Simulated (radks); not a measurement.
Coulomb parameter of the 3d shell of the manganese ion Mn2+ in the model configuration [Ar] 3d3 4p2, as a second difference U = [E(n + 0.5) + E(n - 0.5) - 2 E(n)] / (0.5)^2 with all orbitals relaxed. "Bare": the charge of the atom changes with n. "Screened": the 4p shell takes up the change at fixed total charge, which measures U(3d,3d) + U(4p,4p) - 2 U(3d,4p). Method: Dirac Kohn-Sham, PBE, spin-unpolarised, spherical densities, finite nucleus; open shells are shared between the two j in proportion to 2j + 1; Fermi nuclear charge, rms radius 3.7057 fm; computed with a radial shooting solver on a logarithmic mesh with Libxc functionals.

case              configuration  E - E(n) (eV)
start              [Ar] 3d3 4p2          0.000
bare +0.5        [Ar] 3d3.5 4p2        -17.426
bare -0.5        [Ar] 3d2.5 4p2         21.879
screened +0.5  [Ar] 3d3.5 4p1.5         -9.642
screened -0.5  [Ar] 3d2.5 4p2.5         11.138

U(bare) = 17.812 eV, U(screened by 4p) = 5.985 eV.
